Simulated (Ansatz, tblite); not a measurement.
Cost and result up the ladder for In(PF3)Br3 (InPBr₃F₃) (8 atoms). Total charge 0; singlet. Geometry: B3LYP-D4/def2-SVP.

```xyz
8

In    0.665   -1.436    0.579
P    -0.481    1.047   -0.421
F     0.499    2.253   -0.729
F    -1.548    1.796    0.480
F    -1.279    0.996   -1.789
Br   -1.562   -2.549    0.725
Br    1.629   -0.351    2.605
Br    2.077   -1.756   -1.450
```

Ansatz on 4 threads of Intel Xeon on a shared host; xTB runs through tblite on one thread. Times are rough, summed over both states, and most runs start from the orbitals of an earlier one. PBE0-D4/def2-SVP serves as the yardstick here, not as an exact answer. The other state is a triplet.

In the def2 sets In takes a core potential; there is no spin–orbit coupling. The xTB rows come from tblite.

xTB has no spin-polarisation term.

```tsv
level	functions	wall time	vertical triplet (eV)	difference from PBE0-D4/def2-SVP (eV)
GFN1-xTB	57	0.067 s	3.49	-0.69
GFN2-xTB	57	0.079 s	3.27	-0.91
PBE-D4/def2-SVP	182	14 s	3.58	-0.59
PBE0-D4/def2-SVP	182	55 s	4.18	0.00
```
